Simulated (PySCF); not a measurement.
A side-by-side comparison of computed properties.

First species: C4H6F2O2Si.
Z-matrix (Å and degrees, GFN2-xTB geometry), rows numbered from 1:
```
O 
C   1  1.2022
O   2  1.3126  1  126.12
C   3  1.4106  2  113.78  1    -2.87
F   4  1.3826  3  106.14  2  -103.21
Si  4  1.9364  3  119.44  2    26.43
C   6  1.9404  4   73.06  3   139.65
C   4  1.5334  3  116.90  2   135.18
F   8  1.3739  4  109.26  3   -30.96
H   2  1.0991  1  123.58  3   179.40
H   6  1.4541  4  115.77  3    37.25
H   6  1.4499  4  111.58  3  -105.53
H   7  1.0870  6  114.52  4    95.48
H   7  1.0867  6  119.89  4  -133.62
H   8  1.0939  4  114.97  3    89.48
```

Second species: C4H6F2O2Si.
Cartesian coordinates in Å at the GFN2-xTB level; atoms count from 1:
```
atom  x, y, z in Å
O1     2.913    0.252    0.761
C2     2.474   -0.074   -0.311
O3     3.255   -0.164   -1.407
C4     1.087   -0.410   -0.640
C5     0.075   -0.414    0.235
F6     0.285   -0.100    1.520
C7    -1.343   -0.686   -0.064
Si8   -2.367    0.936   -0.083
F9    -3.863    0.457   -0.436
H10    4.168    0.064   -1.176
H11    0.901   -0.666   -1.669
H12   -1.752   -1.335    0.713
H13   -1.433   -1.195   -1.021
H14   -1.956    1.796   -1.180
H15   -2.447    1.547    1.230
```

Levels: CAM-B3LYP/def2-SVPD for dipole moment, HOMO energy, LUMO energy, HOMO–LUMO gap, static isotropic polarisability and electronic spatial extent ⟨r²⟩ about the centre of nuclear charge; TDDFT CAM-B3LYP/def2-SVPD for lowest singlet excitation; TDA CAM-B3LYP/def2-SVPD for lowest triplet excitation (Tamm–Dancoff); GFN2-xTB for rotational constant A and rotational constant C. Geometries: GFN2-xTB. All species are isolated and taken at one optimised geometry, non-relativistic unless stated. Electronic properties by PySCF.

Dipoles, sizes and rotational constants follow the conformer. The torsions of the flexible species, by atom-mapped SMILES:
- `[O:1]=[CH:2][O:3][C@@:4]1([F:5])[SiH2:6][CH2:7][C@H:8]1[F:9]`: O1–C2–O3–C4 -3°, C2–O3–C4–F5 -103°
- `[O:1]=[C:2]([OH:3])/[CH:4]=[C:5](\[F:6])[CH2:7][SiH2:8][F:9]`: O1–C2–C4–C5 -1°, C4–C5–C7–Si8 -104°, C5–C7–Si8–F9 179°, H–O3–C2–O1 0°

Values for the first species:

```
Dipole moment                                                     : 0.42 D
HOMO energy                                                       : -9.41 eV
LUMO energy                                                       : 0.38 eV
HOMO–LUMO gap                                                     : 9.79 eV
Lowest singlet excitation                                         : 5.77 eV
Lowest triplet excitation (Tamm–Dancoff)                          : 5.30 eV
Static isotropic polarisability                                   : 76.8 au
Electronic spatial extent ⟨r²⟩ about the centre of nuclear charge : 1165 bohr²
Rotational constant A                                             : 1.929 GHz
Rotational constant C                                             : 1.167 GHz
```

**Question.** Estimate the same properties for the second species, and the change in each.

**Answer.** 
```csv
property,first,second,second less first
dipole moment,0.42 D,2.17 D,+1.75 D
HOMO energy,-9.41 eV,-9.24 eV,+0.17 eV
LUMO energy,0.38 eV,-0.43 eV,-0.81 eV
HOMO–LUMO gap,9.79 eV,8.81 eV,-0.98 eV
lowest singlet excitation,5.77 eV,5.07 eV,-0.70 eV
lowest triplet excitation (Tamm–Dancoff),5.30 eV,3.81 eV,-1.49 eV
static isotropic polarisability,76.8 au,83.8 au,+7.0 au
electronic spatial extent ⟨r²⟩ about the centre of nuclear charge,1165 bohr²,2054 bohr²,+889 bohr²
rotational constant A,1.929 GHz,3.576 GHz,+1.647 GHz
rotational constant C,1.167 GHz,0.504 GHz,-0.663 GHz
```

On the first: S1 lies 4.02 eV below the HOMO–LUMO gap; its leading configuration is HOMO→LUMO, weight 0.67. The vertical singlet–triplet gap S1 − T1 is 0.47 eV (TDDFT singlet less Tamm–Dancoff triplet; S1: HOMO→LUMO, weight 0.67; T1: HOMO→LUMO, weight 0.57).

On the second: The 8 singlets span 5.07 to 8.10 eV, and their oscillator strengths add up to 0.70. A dipole of 2.17 D is allowed in C1, and pure rotational transitions are dipole-allowed.
